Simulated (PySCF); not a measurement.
# Relaxation of singlet RuO₄

Method: PBE0 in PySCF with Ru def2-SVP with ECP28, O def2-SVP; scalar-relativistic core potentials, no spin–orbit coupling; density-fitted integrals. A (50,194) grid was used.

A hand-made see-saw start, of C2v symmetry, held to at least that symmetry:

```xyz
5
charge 0 multiplicity 1, angstrom
Ru    0.0000    0.0000   -0.2318
O     0.0000    1.7035   -0.0828
O     0.0000   -1.7035   -0.0828
O     1.3475    0.0000    0.8210
O    -1.3475    0.0000    0.8210
```

Optimiser trace:
| step | E − E(last) (kJ/mol) | largest gradient (Eh/bohr) |
| --- | --- | --- |
| 0 | 511.40 | 0.11492 |
| 1 | 367.61 | 0.11685 |
| 2 | 238.82 | 0.10161 |
| 3 | 167.56 | 0.08016 |
| 4 | 64.59 | 0.06935 |
| 5 | 18.12 | 0.03533 |
| 6 | 2.33 | 0.01611 |
| 7 | 0.14 | 0.00296 |
| 8 | 0.02 | 0.00306 |
| 9 | 0.00 | 0.00007 |

It ends at Td with Ru–O 1.664 Å (×4); O–Ru–O 109.5° (×6) (after a last refinement on a finer grid). A frequency run shows a minimum. Other isomers or separated fragments may lie lower.
